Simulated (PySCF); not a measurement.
Compound: C2H4Cl2O2Si.
SMILES with atom numbers: `[O:1]=[CH:2][O:3][Si@H:4]([Cl:5])[CH2:6][Cl:7]` (hydrogens: H8 on C2; H9 on Si4; H10, H11 on C6)

Computed by this run: PBE0-D3(BJ)/def2-SVP geometry optimisation, gas phase (PySCF); density fitting, grid level 1; the optimiser is geomeTRIC in internal coordinates, started from a GFN2-xTB structure with every atom displaced at random (about 0.01 Å).

Step 1: E = -39125.7786 eV
```
atom  x, y, z in Å  |  force x, y, z in eV/Å
O1      1.8746    0.3873    0.9953    0.045   0.061   0.122
C2      1.9835   -0.0754   -0.1054   -0.286  -0.062   0.012
O3      1.0202   -0.7424   -0.7333   -0.572  -0.182   0.085
Si4    -0.5615   -0.8894   -0.0295    0.779   0.146  -0.367
Cl5    -1.6915   -1.8148   -1.4699    0.086   0.100   0.047
C6     -1.1801    0.8464    0.3137   -0.161   0.072   0.070
Cl7    -1.0030    1.8673   -1.1450    0.002  -0.095   0.079
H8      2.8920   -0.0018   -0.7315    0.099  -0.016  -0.051
H9     -0.4986   -1.7867    1.1446   -0.018   0.055   0.088
H10    -2.2391    0.8492    0.6162    0.028  -0.003  -0.038
H11    -0.5844    1.3005    1.1215   -0.002  -0.077  -0.047
```

Step 2: E = -39125.7920 eV
```
atom  x, y, z in Å  |  force x, y, z in eV/Å
O1      1.8930    0.3922    0.9934   -0.275  -0.080  -0.088
C2      1.9752   -0.0816   -0.1062    0.418  -0.030  -0.067
O3      1.0174   -0.7451   -0.7435   -0.464   0.007   0.258
Si4    -0.5462   -0.8757   -0.0346    0.335   0.009  -0.169
Cl5    -1.6712   -1.7960   -1.4766    0.016   0.027   0.004
C6     -1.1920    0.8462    0.3166   -0.065   0.010   0.034
Cl7    -1.0191    1.8663   -1.1377    0.010   0.002   0.001
H8      2.8925   -0.0394   -0.7286    0.018   0.039  -0.012
H9     -0.4864   -1.7579    1.1537   -0.005   0.037   0.037
H10    -2.2513    0.8346    0.6137    0.009  -0.018  -0.009
H11    -0.5999    1.2967    1.1263    0.004  -0.003   0.013
```

Task: Estimate the geometry and energy of step 3. (The exact step hangs on the optimiser's Hessian estimate; all steps are aligned on step 2, rigid shifts and turns removed.)

Result: E = -39125.7664 eV, largest force 0.912 eV/Å
```
atom  x, y, z in Å  |  force x, y, z in eV/Å
O1      1.7672    0.3719    0.9510    0.520   0.250   0.106
C2      1.9700   -0.1058   -0.1327   -0.230  -0.104   0.236
O3      1.0150   -0.7631   -0.7757    0.596  -0.081  -0.686
Si4    -0.5027   -0.8480   -0.0436   -0.511  -0.100   0.457
Cl5    -1.6372   -1.7590   -1.4731   -0.150  -0.140  -0.112
C6     -1.1954    0.8478    0.3271    0.075  -0.095  -0.024
Cl7    -1.0404    1.8672   -1.1198    0.013   0.199  -0.156
H8      2.9345   -0.0806   -0.6947   -0.267   0.042   0.155
H9     -0.4434   -1.6884    1.1795    0.017  -0.041  -0.086
H10    -2.2522    0.8070    0.6221   -0.049  -0.034   0.022
H11    -0.6034    1.2913    1.1364   -0.013   0.104   0.088
```

The energy changes by +0.0256 eV. The first-order estimate −F·Δx gives -0.0538 eV and the mean of the old and new forces, exact on a quadratic surface, +0.0278 eV. The step makes an angle of 71° with the force vector and moves no atom by more than 0.134 Å. The energy falls at the start of this step and ends higher, so the step passed the lowest point of its straight line.

What follows is the cost of the whole optimisation. The run took 99 s on Arm Neoverse V1, one thread, shared host, and the process peaked at 0.54 GiB of memory.
